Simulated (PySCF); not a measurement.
Species: C2H2BCl2N.
Numbering: `[N:1]#[C:2][CH2:3][B:4]([Cl:5])[Cl:6]` (hydrogens: H7, H8 on C3)

Structure used (PBE0-D3(BJ)/def2-SVP), in Å, numbered top down from 1:
```
atom  x, y, z in Å
N1    -0.425    2.243    0.077
C2     0.107    1.357   -0.443
C3     0.776    0.246   -1.093
B4     2.163   -0.198   -0.479
Cl5    2.993   -1.536   -1.234
Cl6    2.870    0.587    0.899
H7     0.113   -0.637   -1.094
H8     0.938    0.481   -2.160
```

The calculation used PBE0-D3(BJ)/def2-SVP geometry optimisation, gas phase in PySCF.

Take the most abundant isotopes and a rigid rotor. The values belong to one conformer with, in the numbering `[N:1]#[C:2][CH2:3][B:4]([Cl:5])[Cl:6]`, C2–C3–B4–Cl5 180°.

(1) What are A, B and C (cm⁻¹)?

(2) Classify the top.

(3) What does the inertial defect say?

(4) Give the other two planar moments, Paa and Pbb, and the rms extents of the mass along the axes.

(5) Predict some low-J microwave lines.

(6) Estimate the classical rotational partition function at 50 K, 200 K and 500 K.

## Answers

(1) Ia = 137.76, Ib = 354.65, Ic = 489.32 u·Å²; 505379 MHz·u·Å²/I gives 3668, 1425 and 1033 MHz, that is A = 0.12237, B = 0.04753, C = 0.03445 cm⁻¹.

(2) An asymmetric top. Ray's parameter κ = (2B − A − C)/(A − C) = -0.702; −1 is the prolate and +1 the oblate limit.

(3) Not planar: Δ = Ic − Ia − Ib = -3.09 u·Å². For a rigid frame Δ = −2 Σ m c², so Σ m c² = 1.55 u·Å² lies off the ab plane, practically all of it from hydrogen. The atom farthest from that plane is 0.88 Å away.

(4) Paa = Σ m a² = (Ib + Ic − Ia)/2 = 353.10 and Pbb = Σ m b² = (Ia + Ic − Ib)/2 = 136.22 u·Å². With the mass M = 120.97 u, the rms extents √(P/M) along a, b and c are 1.71, 1.06, 0.11 Å.

(5) The dipole components are |μa| = 2.94 D, |μb| = 1.69 D, |μc| = 0.00 D; the mirror of this Cs structure is the ab plane, so μc vanishes by symmetry (the 0.01 D computed is a residue) and there are no c-type lines. The squared components, which scale the intensities, stand as 1.00 : 0.33 (a : b). Some lines, for components of 0.1 D or more:

```tsv
type	branch	J(Ka,Kc)	MHz	lower level (cm⁻¹)
a	Q	1(1,0) ← 1(1,1)	392	0.157
a	Q	2(1,1) ← 2(1,2)	1177	0.308
a	R	1(0,1) ← 0(0,0)	2458	0.000
b	R	2(0,2) ← 1(1,1)	2625	0.157
b	Q	1(1,0) ← 1(0,1)	2636	0.082
b	Q	2(1,1) ← 2(0,2)	3075	0.244
a	R	2(1,2) ← 1(1,1)	4523	0.157
b	R	1(1,1) ← 0(0,0)	4701	0.000
a	R	2(0,2) ← 1(0,1)	4869	0.082
a	R	2(1,1) ← 1(1,0)	5308	0.170
b	R	2(1,2) ← 1(0,1)	6767	0.082
b	Q	2(2,0) ← 2(1,1)	6777	0.347
b	Q	2(2,1) ← 2(1,2)	7907	0.308
b	R	2(2,1) ← 1(1,0)	12038	0.170
b	R	2(2,0) ← 1(1,1)	12477	0.157
```

(6) Point group Cs, symmetry number σ = 1; q = (√π/σ)·√((kT/h)³/(ABC)), k/h = 20836.6 MHz/K: 25700 at 50 K, 205000 at 200 K, 811000 at 500 K.

No frequency check. Zero-point vibration and centrifugal distortion are left out. Quadrupole hyperfine structure (11B, 14N, 35Cl) is left out.
